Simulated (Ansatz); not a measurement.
```xyz
10

O    -0.688   -1.417   -0.636
B     0.146   -0.385   -0.955
O     0.711   -0.330   -2.197
O     0.403    0.580   -0.025
Si   -0.150    0.737    1.525
H    -0.800   -2.037   -1.360
H     1.276    0.439   -2.304
H    -1.629    0.862    1.543
H     0.463    1.975    2.061
H     0.266   -0.425    2.349
```

Charge 0, multiplicity 1.

(1) List the r2SCAN/def2-TZVPP orbital energies in eV (Ansatz 0.2.0). (Best estimate.)

Answers

(1) Ansatz gave: Occupied: -1791.49, -516.10, -516.09, -515.93, -182.10, -141.87, -96.77, -96.71, -96.71, -27.71, -26.64, -26.31, -15.07, -14.26, -14.01, -11.82, -10.75, -10.06, -9.47, -9.16, -9.08, -8.11, -8.08, -7.83. Lowest empty: -0.19, 1.02, 1.16, 1.46, 1.71, 2.01, 2.07, 3.43.
